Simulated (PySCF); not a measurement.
A structure optimised at B3LYP-D3(BJ)/def2-SVP, used in a PySCF frequency run:

```xyz
11

F      2.2345    -0.1996    -0.4809
Si     0.9947    -0.1990     0.5567
O      0.2345     1.2748     0.5634
C     -1.0280     1.3774    -0.1181
Si    -1.6025    -0.4260    -0.4996
O     -0.1954    -1.2131    -0.0011
H      1.5311    -0.5652     1.8731
H     -1.7341     1.9244     0.5283
H     -0.9034     1.9732    -1.0394
H     -2.7641    -0.8711     0.3163
H     -1.8744    -0.6728    -1.9401
```
Charge 0, spin multiplicity 1.

Task: Write its SMILES and formula.

Result: F[Si@H]1OC[SiH2]O1, CH5FO2Si2

Task: What are its rotational constants (standard atomic weights)?

Result: 4.2532, 1.9661, 1.5734 GHz
